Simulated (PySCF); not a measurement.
H7OPSi2.
SMILES with atom numbers: `[SiH3:1][O:2][SiH2:3][PH2:4]` (hydrogens: H5, H6, H7 on Si1; H8, H9 on Si3; H10, H11 on P4)

The same species was optimised twice, with GFN2-xTB and with PBE0-D3(BJ)/def2-SVP (PySCF), and the same property calculations (PySCF, gas phase) were run on both structures.

| coordinate | GFN2-xTB | PBE0-D3(BJ)/def2-SVP | change |
| --- | --- | --- | --- |
| P4–H11 (Å) | 1.384 | 1.430 | +0.046 |
| P4–H10 (Å) | 1.385 | 1.429 | +0.044 |
| O2–Si3 (Å) | 1.615 | 1.658 | +0.043 |
| Si1–O2 (Å) | 1.623 | 1.660 | +0.037 |
| Si1–H6 (Å) | 1.461 | 1.494 | +0.033 |
| Si1–H7 (Å) | 1.461 | 1.494 | +0.033 |
| Si3–H8 (Å) | 1.464 | 1.496 | +0.032 |
| Si1–H5 (Å) | 1.460 | 1.489 | +0.029 |
| Si3–H9 (Å) | 1.463 | 1.490 | +0.027 |
| Si3–P4 (Å) | 2.240 | 2.264 | +0.024 |
| Si1–O2–Si3 (°) | 160.5 | 143.2 | -17.3 |
| O2–Si1–H5 (°) | 103.8 | 108.0 | +4.2 |
| O2–Si3–H9 (°) | 103.6 | 107.6 | +4.0 |
| O2–Si1–H7 (°) | 106.4 | 110.3 | +3.9 |
| H5–Si1–H7 (°) | 112.8 | 109.6 | -3.2 |
| H5–Si1–H6 (°) | 112.8 | 109.7 | -3.1 |
| H6–Si1–H7 (°) | 111.9 | 109.0 | -2.9 |
| H8–Si3–H9 (°) | 112.2 | 109.3 | -2.9 |
| Si1–O2–Si3–P4 (°) | 59 | 47 | -12 |

Rotational constants: A = 7090, B = 1494, C = 1287 MHz (GFN2-xTB) against A = 6001, B = 1620, C = 1340 MHz (PBE0-D3(BJ)/def2-SVP). Point groups within 0.08 Å: C1 and C1.

On the GFN2-xTB structure: isotropic polarisability (au) 81.7 [CAM-B3LYP/def2-SVPD]; HOMO (eV) -8.70 [CAM-B3LYP/def2-SVPD]; LUMO (eV) 0.66 [CAM-B3LYP/def2-SVPD]; dipole (D) 0.31 [CAM-B3LYP/def2-SVPD].

What do these properties become on the PBE0-D3(BJ)/def2-SVP structure?

```
                                    property                level  on GFN2-xTB  on PBE0-D3(BJ)/def2-SVP  change
               isotropic polarisability (au)  CAM-B3LYP/def2-SVPD         81.7                     84.3    +2.6
                                   HOMO (eV)  CAM-B3LYP/def2-SVPD        -8.70                    -8.81   -0.11
                                   LUMO (eV)  CAM-B3LYP/def2-SVPD         0.66                     0.60   -0.06
                                  dipole (D)  CAM-B3LYP/def2-SVPD         0.31                     0.36   +0.05
energy, GFN2-xTB geometry as zero (kcal/mol)  CAM-B3LYP/def2-SVPD          0.0                     -4.4    -4.4
```

The heavy atoms differ by 0.145 Å rms after alignment. Among all bonds P4–H11 changes most (+0.046 Å). Changes are differences of the printed values. Neither structure is proved a minimum here.

Conformer computed: `[SiH3:1][O:2][SiH2:3][PH2:4]`: Si1–O2–Si3–P4 47°, H–P4–Si3–O2 81°, H–P4–Si3–O2 175°.
